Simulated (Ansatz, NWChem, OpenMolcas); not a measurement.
# SiBrCl3 (SMILES Cl[Si](Cl)(Cl)Br): methods side by side

The species is SiBrCl3 (5 atoms), meant as a singlet with charge 0. As SMILES, `Cl[Si](Cl)(Cl)Br`. The shape is that of a PBE0-D4/def2-TZVP optimisation.

Quantity: the HOMO–LUMO gap, in eV. The values are calculated.

```
          level                    kind     program  value (eV)
  SVWN5/cc-pVDZ                     LDA      Ansatz        5.72
   BLYP/cc-pVDZ                     GGA  OpenMolcas        5.76
   TPSS/cc-pVDZ                meta-GGA  OpenMolcas        6.16
  BHLYP/cc-pVDZ           global hybrid      NWChem       10.40
r2SCAN0/cc-pVDZ         hybrid meta-GGA      Ansatz        8.57
wB97M-V/cc-pVDZ  range-separated hybrid      Ansatz       12.43
  wB97X/cc-pVDZ  range-separated hybrid      Ansatz       12.73
 B2PLYP/cc-pVDZ           double hybrid      NWChem       10.70
```

All-electron rows without a relativistic Hamiltonian named are non-relativistic. The values span 5.72 to 12.73 eV. Orbital gaps aren't excitation energies, and those of double hybrids come from the SCF part alone; they tend to grow with the share of exact exchange.
